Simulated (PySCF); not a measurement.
Species: C5H11NO.
Numbering: `[CH3:1][CH2:2][CH2:3][CH2:4][C:5]([NH2:6])=[O:7]` (hydrogens: H8, H9, H10 on C1; H11, H12 on C2; H13, H14 on C3; H15, H16 on C4; H17, H18 on N6)

All values: wB97X-D/pcSseg-2 (PySCF, non-relativistic), on one gas-phase PBE0-D3(BJ)/def2-TZVP geometry that isn't relaxed in the solvent. The solvent is an IEF-PCM continuum (van der Waals radii × 1.2). Specific hydrogen bonds and non-electrostatic terms are outside this model.

Gas phase at wB97X-D/pcSseg-2: HOMO -9.24 eV, LUMO 2.04 eV, dipole 3.75 D.

Q: What does the continuum do to the energy, the frontier levels and the dipole at wB97X-D/pcSseg-2 in chloroform?

A: 
```csv
solvent,ε,E(solvent) − E(gas) (kcal/mol),polarisation term (kcal/mol),distortion of the solute (kcal/mol),HOMO (eV),LUMO (eV),dipole (D)
chloroform,4.711,-6.75,-7.84,1.09,-9.42,2.40,4.74
```

The first energy column is the sum of the next two and covers electrostatics alone.

Q: Which radius a makes the point-dipole formula ΔE = −[(ε − 1)/(2ε + 1)]·μ²/a³ give the value in chloroform, with the gas-phase dipole?

A: μ = 1.475 au and |ΔE| = 0.01076 Eh give a = 2.20 Å; the farthest nucleus lies 4.23 Å from the centroid of the nuclei, so such a sphere wouldn't even hold the nuclei. The formula assumes a rigid point dipole at the centre of a sphere.

Shape of the structure used: `[CH3:1][CH2:2][CH2:3][CH2:4][C:5]([NH2:6])=[O:7]`: C1–C2–C3–C4 180°, C2–C3–C4–C5 180°, C3–C4–C5–N6 172°, H–N6–C5–C4 -1°, H–N6–C5–C4 179°.

The pairwise dispersion term of wB97X-D wasn't added to the energies; at a given geometry it leaves orbitals and properties as they are.
